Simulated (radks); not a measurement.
Results of a calculation; reference values are marked as such.
Charge is removed step by step from the 5s down level of neutral zirconium, starting from [Kr] 4d2 5s(up 1, down 1). Level of theory: scalar-relativistic Kohn-Sham, r2SCAN, spin-polarised, spherical densities, finite nucleus; open shells are filled with parallel spins first (spin-orbit coupling, left out, can overturn this in heavy ions); meta-GGA in the generalised Kohn-Sham scheme; Fermi nuclear charge, rms radius 4.2694 fm (a radial shooting solver on a logarithmic mesh with Libxc functionals).

removed (e)  E - E(0) (eV)  eigenvalue (eV)
0                    0.000           -4.111
0.125                0.548           -4.663
0.25                 1.165           -5.209
0.375                1.850           -5.743
0.5                  2.600           -6.256
0.625                3.412           -6.734
0.75                 4.281           -7.153
0.875                5.195           -7.448

The mean slope of the eigenvalue, de/dn, is 3.81 eV per electron.
